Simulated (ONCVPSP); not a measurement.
What one change does to a pseudopotential (Bi (Z = 83), ONCV)

* Element: bismuth (Bi)
* Generator: ONCVPSP 4.0.1
* Type: optimised norm-conserving Vanderbilt (ONCV)
* Functional: PBE
* Relativity: scalar-relativistic
* Frozen core: [Xe] 4f14 5d10
* Valence charge: 5
* Reference configuration: 6s2 6p3
* Partial waves: 6s: rc 2.00 bohr, ncon 3, nbas 6, qcut 3.3 1/bohr, local; 6p: rc 2.20 bohr, ncon 5, nbas 8, qcut 3.7 1/bohr, 2 projectors, debl 2.8 Ha
* Local potential: the s channel
* Core correction: Teter function, fcfact 3, rcfact 1.25

Change: s: ncon 4, nbas 7.

Cutoffs: the cutoffs (Ha) at which the residual kinetic energy of the hardest occupied pseudo-wave falls to 1 and 0.1 mHa per electron; they do not see the model core or the augmentation charge, which bear on the density cutoff. Errors are all-electron minus pseudo energies relative to the spin-unpolarised reference configuration.

**Question.** How do hardness, ghosts and transferability respond?

**Answer.** The potential gets harder (12 Ha and 32 Ha → 15 Ha and 32 Ha); the errors of the 4 common tests hardly move; neither file shows a bound ghost.

| quantity | base | changed |
| --- | --- | --- |
| cutoff, loose | 12 Ha | 15 Ha |
| cutoff, tight | 32 Ha | 32 Ha |
| loose cutoff by channel | s 12 Ha, p 5.7 Ha | s 15 Ha, p 5.7 Ha |
| bound ghosts | none | none |
| GHOST(+) flags under 300 eV | none | none |
| error for 6s2 6p2, meV [ΔE 7.91 eV] | -5.3 | -5.5 |
| error for 6s2 6p1, meV [ΔE 23.16 eV] | -29 | -30 |
| error for 6s2 6p0, meV [ΔE 46.50 eV] | -76 | -81 |
| error for 6s2 6p2.5, meV [ΔE 3.10 eV] | -1.5 | -1.5 |
| s: phases at 2.03 bohr within 0.05 rad from the reference energy up to (Ha; the scan ends near 5) | 1.6 | 2.1 |
| p: phases at 2.24 bohr within 0.05 rad from the reference energy up to (Ha; the scan ends near 5) | 3.9 | 3.9 |
| rms error of d²Exc/dni dnj with the model core, mHa | 3.37 | 3.51 |

Base: The cutoffs count occupied waves only; projector 2 of the p channel, the hardest unoccupied one, needs 49 Ha at the loose tolerance. Changed file: The cutoffs count occupied waves only; projector 2 of the p channel, the hardest unoccupied one, needs 49 Ha at the loose tolerance.
